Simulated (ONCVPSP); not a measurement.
## Before and after: ONCV potential for O (Z = 8)

oxygen (O), optimised norm-conserving Vanderbilt (ONCV), made with ONCVPSP 4.0.1 (Wu-Cohen, scalar-relativistic). Core [He], reference 2s1.75 2p4.25. Waves: 2s: rc 0.80 bohr, ncon 5, nbas 10, qcut 9.1 1/bohr, 2 projectors, debl 3.1 Ha; 2p: rc 2.05 bohr, ncon 4, nbas 7, qcut 7.2 1/bohr, 1 projector. Local part: polynomial inside 0.65 bohr (lpopt 4, dvloc0 3 Ha). Core correction: Teter function fitted to the true core (icmod 2), fcfact 0.75.

Change: reference 2s2 2p2.5.

Cutoffs: the cutoffs (Ha) at which the residual kinetic energy of the hardest occupied pseudo-wave falls to 1 and 0.1 mHa per electron; they do not see the model core or the augmentation charge, which bear on the density cutoff. Errors are all-electron minus pseudo energies relative to the spin-unpolarised reference configuration.

What does the change do?

The potential gets harder (41 Ha and 143 Ha → 42 Ha and 165 Ha); neither file shows a bound ghost.

```csv
quantity,base,changed
"cutoff, loose",41 Ha,42 Ha
"cutoff, tight",143 Ha,165 Ha
loose cutoff by channel,"s 41 Ha, p 18 Ha","s 42 Ha, p 18 Ha"
bound ghosts,none,none
GHOST(+) flags under 300 eV,none,none
"largest error over its own tests, meV",+819,+288
s: phases at 0.81 bohr within 0.05 rad from the reference energy up to (Ha; the scan ends near 5),to the end of the scan,to the end of the scan
p: phases at 2.08 bohr within 0.05 rad from the reference energy up to (Ha; the scan ends near 5),0.5,-0.4
"rms error of d²Exc/dni dnj with the model core, mHa",1.10,1.80
```
